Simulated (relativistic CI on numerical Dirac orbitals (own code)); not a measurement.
A reference radial Dirac CI calculation of Xe18+ gave the lowest total energy -7311.30788 Ha in 20 SCF steps, from this input:

```
atom Xe  Z=54  charge=18  electrons=36
nucleus A=132  rms_radius_fm=4.7859
hamiltonian dirac-coulomb  breit=on  qed=on  c_scale=1
orbitals kli  potential=per-configuration
slater_scale 1
correlation none
mixing on
grid step=0.0125 r_max=7.8
scf mixing=0.4 start=green max_iterations=150 tolerance=2e-08 node_fill=0.05
configurations
  [Ar] 3d10 4s2 4p6
  [Ar] 3d10 4s2 4p5 4d
end
```

One setting was then changed (and the iteration limit cut to 78), and the output read:

```
SCF 1: [Ar] 3d10 4s2 4p6
 iter      energy (Ha)   residual   last orbital (Ha)
    1     -7221.157941   5.12e+00    -32.56786
    2     -7295.322750   2.64e+00    -25.99303
    3     -7320.702337   1.77e-01    -20.35251
    4     -7320.841911   1.30e-01    -20.50199
    5     -7320.901791   1.46e-03    -20.20519
    6     -7320.901878   8.16e-04    -20.20855
    7     -7320.901851   8.86e-05    -20.20827
    8     -7320.901854   2.07e-06    -20.20811
    9     -7320.901854   1.97e-06    -20.20810
   10     -7320.901854   9.26e-09    -20.20811
error: orbital 3p3/2 not found
end: not converged
```

Q: Which setting was changed?
A. Breit term
B. speed of light
C. SCF mixing
D. end of the grid

A: D. The end of the grid at 1.95 bohr. This setting is bad on purpose; its numbers may not be properties of the ion.
